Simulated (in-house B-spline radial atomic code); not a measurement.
RPA and G0W0 for the rubidium ion Rb⁷⁺, [Ar] 3d10 4s2, as one setting changes: the share of exact exchange in the PBE hybrid start. A dash marks a level of low quasi-particle weight. Computed with an all-electron radial atomic-structure program (B-spline basis): all electrons, scalar-relativistic (spin-free one-electron X2C), finite nucleus, each spin shell either full or empty, empty states to l = 9 with an (l + 1/2)⁻⁴ tail; G0W0 by contour deformation at full frequency.

| share of exact exchange in the PBE hybrid start | mean-field level (eV) | G0W0 level (eV) | RPA correlation (Eh) |
| --- | --- | --- | --- |
| 0 | -125.47 | 4s -133.56 | -2.3318 |
| 0.1 | -126.11 | 4s -133.50 | -2.3117 |
| 0.2 | -126.75 | 4s -133.45 | -2.2923 |
| 0.3 | -127.39 | 4s -133.39 | -2.2735 |
| 0.4 | -128.02 | 4s -133.34 | -2.2553 |
| 0.5 | -128.66 | 4s -133.28 | -2.2375 |
| 0.6 | ? | ? | ? |
| 0.7 | ? | ? | ? |
| 0.8 | -130.55 | 4s -133.13 | -2.1871 |
| 0.9 | -131.18 | 4s -133.08 | -2.1711 |
| 1 | -131.81 | 4s -133.04 | -2.1555 |

Question: What belongs in the row for 0.7?

Answer: mean-field level (eV): -129.92; G0W0 level (eV): 4s -133.18; RPA correlation (Eh): -2.2035.

Question: What belongs in the row for 0.6?

Answer: mean-field level (eV): -129.29; G0W0 level (eV): 4s -133.23; RPA correlation (Eh): -2.2203.
